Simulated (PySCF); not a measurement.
**Excitation energy of B⁺ by level of theory**

B⁺ [He] 2s2 (1S) → B⁺ [He] 2s1 2p1, s spin flipped, as a difference of total energies. All numbers are calculated (PySCF 2.14, the spin-free X2C one-electron Hamiltonian (Gaussian nucleus), in aug-cc-pCVTZ-DK (7s6p4d2f, 59 functions)). Correlated levels: valence: 1s2 frozen; valence and next inner shell: nothing frozen. The calculations carry no spin-orbit coupling.

```
                                method  excitation energy (eV)
                                   UHF                   6.045
                                   LDA                   5.614
                                   PBE                   5.554
                                  PBE0                   5.738
                                r2SCAN                   5.444
                                PBEsol                   5.568
                                   M06                   5.677
                                  BP86                   5.490
                                 B97-3                   5.879
                         MP2 (valence)                   6.201
                     SCS-MP2 (valence)                   6.232
    MP2 (valence and next inner shell)                   6.193
SCS-MP2 (valence and next inner shell)                   6.237
```

Problem. How much does correlation contribute at MP2 (valence and next inner shell)?

Solution. 6.193 − (6.045) = 0.148 eV, measured against UHF.

The upper determinant mixes two multiplicities, so it lies between the two terms.
